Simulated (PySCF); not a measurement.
Calculation: PBE-D3(BJ)/def2-TZVP // B3LYP-D3(BJ)/def2-SVP run with PySCF 2.14.0. Gas-phase values, no solvent. Excitations are Tamm–Dancoff values on a coarser integration grid. The basis has no diffuse functions, so Rydberg states are missing or too high.

Reference species (SMILES): `c1([SiH3])c(C)c2sccc2cc1` (neutral, multiplicity 1).

```json
{
 "T1 excitation (TDA)": "3.11 eV",
 "brightest of the four lowest singlets (TDA)": "5.07 eV"
}
```

Changed species: `c12ccc(c(c2ccs1)C)[SiH3]`.

### Question
What does the change do to the T1 excitation (TDA) and brightest of the four lowest singlets (TDA)?

### Answer
the T1 excitation (TDA) goes up by 0.10 eV, to 3.21 eV; the brightest of the four lowest singlets (TDA) goes up by 0.15 eV, to 5.22 eV.
